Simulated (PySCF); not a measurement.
Molecule: SMILES [O]=[Os](=[O])(=[O])=[O], singlet. Atoms near the plane z = 0.0 Å, at the PBE0/def2-SVP optimised geometry (x, y, z in Å): Os1 (-0.6, -0.8, 0.0), O3 (-1.1, 0.8, 0.0), O5 (1.1, -0.8, 0.0).

Computed with PBE0/def2-TZVP, def2 effective core potentials past Kr (PySCF 2.14.0). The core electrons that the potentials of Os replace are not part of the density. Cells within 0.4 Å of a nucleus heavier than hydrogen are left out (blank, or x). The values are rescaled to run from 0 to 1.

```
|000000000000000000111111111|
|000000000000000001111111110|
|000000000000000001111111110|
|000000000000000011111111100|
|000000000000000011111111000|
|000000000000000111111111000|
|000000012211001111111110000|
|000000159994211111111100000|
|000001699999522221111000000|
|10000399xx99954322110000000|
|11111499xxx9996532110000000|
|11112599xx99999853210000000|
|112236999999999986420000000|
|222358999999999999972000000|
|223479999999999999997100000|
|2235899999xxx9999xx99200000|
|2345899999xxx999xxx99300000|
|2235899999xx99999xx99200000|
|223479999999999999996100000|
|223458999999999999962000000|
|122346999999999986320000000|
|112234689999999963210000000|
|111223457999999643210000000|
|111112234567776532111000000|
|111111223344544332111100000|
|111111122233333322111111000|
|111111111222222221111111100|
```
Scale: ten equal steps from 0.000 (start of '0') to 1.00 (end of '9'), in the order '0123456789'; x runs from -3.50 to 3.50, y from -3.50 (bottom) to 3.50 (top).

Question: Which quantity is mapped?
(A) electrostatic potential
(B) an orbital amplitude
(C) Laplacian of the electron density
(D) deformation density (molecule minus spherical neutral atoms)

Answer: A, electrostatic potential. In full: electrostatic potential (hartree/e), clipped to [-0.08, 0.12].
